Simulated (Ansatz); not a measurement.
Molecule: CH2Br, net charge 0, doublet state. It need not be the lowest isomer of its formula. 
Structure (B3LYP-D3(BJ)/def2-TZVP (Ansatz, a quantum-chemistry and plane-wave program) minimum search):
SMILES: [CH2]Br
```xyz
4

C     -1.4125    -0.4603     0.0643
Br     0.3501     0.1141    -0.0159
H     -1.8885    -0.4830     1.0293
H     -1.8881    -0.7477    -0.8575
```
Charge 0, spin multiplicity 2.

Task: Give the harmonic wavenumbers at B3LYP-D3(BJ)/def2-TZVP (Ansatz, finite differences of forces, unscaled).

Result: 146, 700, 927, 1385, 3174, 3329 cm⁻¹. Zero-point energy 13.8 kcal/mol.

Task: From these and the geometry, give the ideal-gas thermochemistry at 298.15 K and 1 atm (rigid rotor, harmonic oscillator).

Result: Point group C2v, rotational symmetry number 2. Rotational constants 276.2, 11.29, 10.85 GHz. S(trans) 39.53, S(rot) 18.41, S(vib) 3.18, S(elec, spin only) 1.38, S 62.5 cal/(mol K). H(298) - H(0) 2.88 kcal/mol; G - E(el) -1.9 kcal/mol.
